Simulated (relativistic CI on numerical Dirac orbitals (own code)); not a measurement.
## L2,3 absorption of copper in several valence states

Computed multiplet spectra 2p⁶3dⁿ → 2p⁵3dⁿ⁺¹ (Dirac-Coulomb-Breit ions, Slater integrals scaled by 0.8, an assumed crystal field that grows with the charge, no charge transfer; 300 K; Lorentzian 0.4 eV and Gaussian 0.3 eV FWHM at both edges, so that L2 comes out sharper than in experiment). Peaks over 5 % are given in eV from the highest peak in the L3 region of each spectrum (height, largest 100). S of the lowest state is read from ⟨S²⟩, and the branching ratio is the share of L3, cut at the minimum between the edges.

Field parameters in Wybourne normalisation: Oh B⁴₀ = 21Dq, B⁴₄ = √(5/14) B⁴₀. The field is a parameter set, without covalency.

- Cu2+ (d9, Oh, 10Dq = 9700 cm⁻¹): S = 0.50, branching ratio 0.75; peaks 0.0 (100), 20.2 (34)
- Cu3+ (d8, Oh, 10Dq = 12550 cm⁻¹): S = 1.00, branching ratio 0.75; peaks 0.0 (100), 1.2 (11), 2.4 (25), 3.6 (6), 20.3 (24), 21.6 (26)

**Question.** What spin state follows for Cu4+ in Oh, 10Dq = 15400 cm⁻¹, and does its branching ratio lie nearer 2/3 or nearer 0.8?

**Answer.** Cu4+ (d7, Oh, 10Dq = 15400 cm⁻¹): S = 1.50, high spin, branching ratio 0.83; peaks -4.5 (61), -2.7 (73), -2.5 (74), -1.6 (81), 0.0 (100), 1.6 (16), 2.5 (10), 3.3 (7), 18.7 (21), 19.8 (25), 20.6 (20). High-spin states, above all those with an unquenched orbital moment, raise the ratio above the statistical 2/3; low spin and nearly empty shells keep it near or below 2/3.

The centroid of the whole edge, which also moves with the branching ratio, lies at 936.9 (Cu2+), 940.5 (Cu3+), 941.6 (Cu4+) eV in this ionic model, in steps of 1.1 to 3.6 eV. Compounds show about 1 to 2 eV a unit and lower energies for the high valences, since ligands screen the charge. The multiplet shape follows the d count and the spin state, and so serves as a fingerprint of valence. Real compounds of Cu4+ are mostly low spin, since covalency shrinks the Slater integrals more than this scale does.
